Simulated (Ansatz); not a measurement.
Input for Ansatz (a first-principles code): R-r2SCAN/def2-TZVPP on BrHSSn (SMILES [SH][Sn][Br]), a point of a torsion scan. Elements past Kr take the def2 small-core potentials; no spin–orbit coupling.

Ansatz 0.2 input:
```yaml
crystal:
  periodic: [false, false, false]
  atoms:
    - {symbol: S, position_ang: [-1.42833038, 0.34039476, 0.43282973]}
    - {symbol: Sn, position_ang: [0.79056032, 1.17669065, -0.21764709]}
    - {symbol: Br, position_ang: [1.32634914, -0.50457350, -2.03826766]}
    - {symbol: H, position_ang: [-1.52577765, -0.67892954, -0.40659318]}
basis:
  gaussian:
    orbitals: def2-TZVPP
hamiltonian:
  xc: {name: r2SCAN}
scf: {lower_state_search: off}
```

The head of its log:

```
WARN ansatz: RAYON_NUM_THREADS=1 ignored (pool sized by the plan → 1); use --threads N
Functional definition: r2SCAN
these checks for a lower state are left out or cut short: stability, starts, cluster_reference, orbital_swaps, neighbouring_geometries, increment
integrals: 0.09 GiB planned
1107 factors; their error is unknown
mean field: 0.53 GiB planned
mean field evaluation 1: about -86731.9938 eV, gradient 2.3e1 eV
mean field evaluation 2: about -86719.3400 eV, gradient 6.3e1 eV
```

Question: What total energy does the run end on?

Answer: -3187.4032 hartree.
